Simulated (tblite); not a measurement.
Compound: C7H13PSi.
SMILES with atom numbers: `[CH2:1]=[CH:2][P:3]1[CH2:4][CH2:5][C:6]([CH3:7])=[C:8]1[SiH3:9]` (hydrogens: H10, H11 on C1; H12 on C2; H13, H14 on C4; H15, H16 on C5; H17, H18, H19 on C7; H20, H21, H22 on Si9)

Geometry (GFN2-xTB, Å), atoms numbered from 1 in this order:
```
atom  x, y, z in Å
C1     2.2301    1.2775   -0.8645
C2     2.3335    0.3810    0.1028
P3     1.1201    0.0825    1.4313
C4     0.8382   -1.7381    1.1123
C5    -0.0882   -1.8344   -0.0971
C6    -0.8951   -0.5636   -0.1609
C7    -2.1302   -0.5746   -0.9984
C8    -0.4226    0.4846    0.5177
Si9   -1.1536    2.2129    0.6351
H10    1.3458    1.8821   -0.9854
H11    3.0228    1.4393   -1.5787
H12    3.2441   -0.1991    0.2191
H13    1.7832   -2.2650    0.9729
H14    0.3503   -2.1495    2.0005
H15    0.4953   -1.9178   -1.0206
H16   -0.7357   -2.7123   -0.0374
H17   -1.8959   -0.9242   -2.0041
H18   -2.5735    0.4156   -1.0596
H19   -2.8629   -1.2607   -0.5719
H20   -1.3486    2.7653   -0.7129
H21   -2.4495    2.1618    1.3183
H22   -0.2183    3.0561    1.3797
```

Computed with GFN2-xTB (tblite): harmonic, unscaled wavenumbers at the GFN2-xTB geometry, gas phase. This tight-binding method is rough: wavenumbers can miss measured ones by several per cent, in bad cases by 10 to 20. Modes of hydrogen on silicon can be 10 to 20 % off. One conformer, not necessarily the lowest.

Harmonic wavenumbers (cm⁻¹): 53.3, 83.5, 103.4, 105.5, 115.4, 144.2, 168.2, 222.6, 283.0, 297.7, 380.7, 397.0, 441.5, 501.0, 529.8, 546.7, 565.6, 605.6, 663.9, 702.8, 784.2, 787.1, 794.0, 796.1, 882.2, 887.2, 914.3, 972.3, 995.1, 1003.8, 1012.7, 1040.1, 1046.9, 1108.7, 1159.4, 1210.8, 1240.4, 1251.2, 1303.5, 1396.0, 1398.8, 1445.9, 1467.7, 1473.9, 1476.9, 1653.8, 1658.3, 2202.3, 2237.2, 2265.7, 2922.6, 2946.8, 2963.7, 2975.0, 2989.3, 3000.4, 3005.5, 3048.3, 3076.3, 3106.8.

A = 1320, B = 1120, C = 812.6 MHz; mass 156.052 u (most abundant isotopes); point group C1, symmetry number 1.

Q: What is the zero-point energy?

A: ½Σν̃ = 37406 cm⁻¹ = 447.48 kJ/mol.

Q: Give the ideal-gas entropy at 273.15 K and 1 bar in the rigid-rotor, harmonic-oscillator model (classical rotation).

A: Translation 170.02, rotation 124.31, vibration 140.80: S = 435.1 J/(mol K).

Q: And Cp and H(273.15 K) − H(0)?

A: Cp = 182.44 J/(mol K), of which vibrations give 149.19 (their classical limit is 60 R = 498.9); H(273.15 K) − H(0) = 29.77 kJ/mol without the zero-point energy, 20.68 from vibrations.

Q: Which modes carry the vibrational entropy at 273.15 K?

A: 53.3 cm⁻¹: 18.90; 83.5 cm⁻¹: 15.21; 103.4 cm⁻¹: 13.47; 105.5 cm⁻¹: 13.31; 115.4 cm⁻¹: 12.58; 144.2 cm⁻¹: 10.80 J/(mol K); the other 54 give 56.53 together.

Q: How do the functions run with temperature in this model?

A: 
| T (K) | S (J/(mol K)) | Cp (J/(mol K)) | H − H(0) (kJ/mol) | G − H(0) (kJ/mol) | ln q(vib) |
| --- | --- | --- | --- | --- | --- |
| 100 | 305.1 | 92.2 | 6.07 | -24.43 | 2.01 |
| 200 | 384.6 | 143.6 | 17.84 | -59.08 | 5.38 |
| 300 | 452.9 | 196.5 | 34.86 | -101.01 | 8.72 |
| 500 | 575.3 | 285.2 | 83.54 | -204.11 | 15.28 |
| 800 | 729.4 | 369.3 | 182.86 | -400.63 | 24.53 |
| 1000 | 815.9 | 405.8 | 260.57 | -555.34 | 30.20 |

q(vib) and H(0) count from the zero-point level.

Q: What must be added to the electronic energy to get the Gibbs energy at 273.15 K and 1 bar?

A: ZPE + [H(273.15 K) − H(0)] − T·S = 447.48 + 29.77 − 118.86 = 358.39 kJ/mol.

Hindered rotation and anharmonicity are outside this model. Other conformers, if any are populated, would add a mixing term that is left out. The structure is chiral; the term R ln 2 for an equal mix with its mirror image is left out.
